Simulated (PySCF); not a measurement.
Molecule: `InChI=1S/C6H10N2/c1-5(2)6-7-3-4-8-6/h3-5H,1-2H3,(H,7,8)`.

Bonds (- single, = double, # triple, : aromatic): C1-C2, C2-C3, C2-C4, C4:N5, N5:C6, C6:C7, C7:N8, N8:C4. C1 carries H9, H10, H11; C2 carries H12; C3 carries H13, H14, H15; C6 carries H16; C7 carries H17; N8 carries H18.

Frames of a GFN2-xTB Langevin trajectory at 300 K; GIAO PBE0/pcSseg-1 shieldings in PySCF 2.14.0 with density-fitted response routines, gas phase, non-relativistic; equivalent atoms averaged within each frame.

Shifts are taken against calculated references (same method and geometry level): TMS for $^{13}$C (σref 186.93), $^{1}$H (σref 31.72); $^{15}$N (σref 267.73) against NH3. The references are static minima.

Q: How do the shifts (ppm) fluctuate along the trajectory?

A: 
```csv
time (fs),C4,C6,C7,C2,C1/C3,N5,N8,H16,H18,H17
optimised geometry,154.5,133.6,118.4,33.7,25.5,296.3,170.3,7.07,8.04,6.90
250,161.4,143.0,131.7,32.8,24.1,306.5,168.6,8.40,8.26,7.02
425,165.4,129.3,120.9,38.3,24.8,304.9,182.4,6.43,8.29,7.19
625,151.4,136.5,124.3,27.1,19.5,300.2,175.7,7.41,7.74,7.32
800,154.9,128.6,113.6,30.5,27.5,285.6,164.6,6.52,7.88,7.04
1000,162.1,129.1,113.2,28.3,22.7,293.9,186.1,7.31,9.30,6.21
mean of frames,159.0,133.3,120.7,31.4,23.7,298.2,175.5,7.21,8.29,6.96
standard deviation,5.7,6.3,7.8,4.4,2.9,8.6,9.1,0.80,0.61,0.44
```

5 frames give an uncertainty of the mean of about the standard deviation over 2.2 at best, since frames this close in time may not be independent; classical motion lacks zero-point vibration, and the reference would need the same averaging.
